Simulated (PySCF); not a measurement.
C8H3F3.
Atom-mapped SMILES: `[CH:1]#[C:2][CH:3]=[C:4]=[C:5]([C:6]#[CH:7])[C:8]([F:9])([F:10])[F:11]` (hydrogens: H12 on C1; H13 on C3; H14 on C7)

The calculation used PBE0-D3(BJ)/def2-SVP geometry optimisation, gas phase in PySCF.

Task: Give the optimised bond lengths and angles.

Result: 
| bond | length (pm) |
| --- | --- |
| C1≡C2 | 121.2 |
| C2–C3 | 142.3 |
| C3=C4 | 131.3 |
| C4=C5 | 131.7 |
| C5–C6 | 142.6 |
| C6≡C7 | 121.2 |
| C5–C8 | 151.9 |
| C8–F9, C8–F10, C8–F11 | 133.1 |
| C1–H12 | 107.5 |
| C3–H13 | 110.0 |
| C7–H14 | 107.5 |

Bonds in one row agree within 1 pm and their mean is given. A selection of angles:
| angle | degrees |
| --- | --- |
| C2–C1–H12 | 179.4 |
| C1–C2–C3 | 178.5 |
| C2–C3–C4 | 124.3 |
| C2–C3–H13 | 117.6 |
| C4–C3–H13 | 118.1 |
| C3–C4–C5 | 179.6 |
| C4–C5–C6 | 123.1 |
| C4–C5–C8 | 120.0 |
| C6–C5–C8 | 116.9 |
| C5–C6–C7 | 178.5 |
| C6–C7–H14 | 179.9 |
| C5–C8–F9 | 111.5 |
| F9–C8–F10 | 108.1 |

Dihedral angles: C4–C5–C8–F9 -1° (synperiplanar). The mirror-image conformer, all signs reversed, is as good.

The 7 C–C bonds span 1.212 Å (C6≡C7, drawn triple) to 1.519 Å (C5–C8, drawn single), a spread of 0.307 Å. All 3 C–F bonds measure 1.329 to 1.332 Å.

Point group: C1 (no symmetry element, even within 0.4 Å). PBE0-D3(BJ)/def2-SVP frequencies: not computed here.
